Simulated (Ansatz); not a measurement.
Mulliken charges of Cl2HIOZr (`[OH][Zr]([Cl])([Cl])[I]`) from PBE/def2-TZVPP in Ansatz (PBE0-D4/def2-TZVP geometry).

| atom | x (Å) | y (Å) | z (Å) | charge (e) |
| --- | --- | --- | --- | --- |
| O1 | -0.291 | 0.181 | 1.444 | -0.432 |
| Zr2 | 0.083 | -0.136 | -0.366 | 0.900 |
| Cl3 | 2.107 | -1.282 | -0.540 | -0.254 |
| Cl4 | -1.633 | -1.416 | -1.290 | -0.254 |
| I5 | 0.257 | 2.239 | -1.658 | -0.163 |
| H6 | -0.482 | 0.351 | 2.364 | 0.204 |

Question: By hand: the dipole of these point charges (1 e Å = 4.8032 D).

Answer: Σ q r = (-0.060, 0.191, 0.264) e Å, of length 0.331 e Å = 1.59 D.

Question: How does the dipole of the full density compare? (Best estimate.)

Answer: The calculation gave: (-0.116, 0.125, 0.556) e Å, 2.79 D; the point charges give 0.57 times that, at 23° from its direction.

Point charges leave out the atoms' own dipoles, such as those of lone pairs, and Mulliken's split depends on the basis, so the two needn't agree.
